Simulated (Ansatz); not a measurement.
Computed with Ansatz on PBE0-D4/def2-TZVP structures; ΔE is electronic, products minus reactants. CBS: MP2 limit from def2 TZ/QZ plus the TZ coupled-cluster correction, frozen cores. This one scheme is used for every species. DFT in def2-TZVPP. One conformer a species, not always the lowest.

Reaction (ligand exchange at the Si–C bond): `C[SiH](O)F` + H₂S → `O[SiH](F)S` + CH₄

```
             level  ΔE (kcal/mol)  difference from CCSD(T)/CBS
         revPBE-D4          -16.1                         -1.2
            B97M-V          -16.1                         -1.2
          BHLYP-D4          -15.3                         -0.4
           ωB97M-V          -14.8                          0.1
          PBE-QIDH          -15.5                         -0.6
              BLYP          -15.0                         -0.1
              PBE0          -15.4                         -0.5
           r2SCAN0          -15.7                         -0.8
         CAM-B3LYP          -14.3                          0.6
           LC-ωPBE          -14.6                          0.3
RPA@PBE/def2-TZVPP          -13.4                          1.5
     CCSD/def2-SVP          -13.6                          1.3
  CCSD(T)/def2-SVP          -13.8                          1.1
     HF/def2-TZVPP          -14.4                          0.5
SCS-MP2/def2-TZVPP          -14.9                          0.0
      HF/CBS(def2)          -14.3                          0.6
       CCSD(T)/CBS          -14.9                            0
```

Q: What do rigid-rotor, harmonic-oscillator terms from PBE0-D4/def2-TZVP frequencies (298.15 K, 1 bar) make of the CCSD(T)/CBS value? (Estimate.)

A: Computed: ΔZPE = +1.8 kcal/mol, ΔH = -13.2 kcal/mol, ΔS = -14 J/(mol·K), ΔG = -12.2 kcal/mol.

Largest T1 diagnostic among the species: 0.012.

Leaving LDA and LC-ωPBE aside and taking each functional with its dispersion term where it has one, the values, not all of them listed here, spread over 1.6 kcal/mol, from revPBE-D4 to CAM-B3LYP-D4. At CCSD(T), def2-SVP lies +1.2 kcal/mol from the extrapolated value and def2-TZVPP +0.5 kcal/mol.
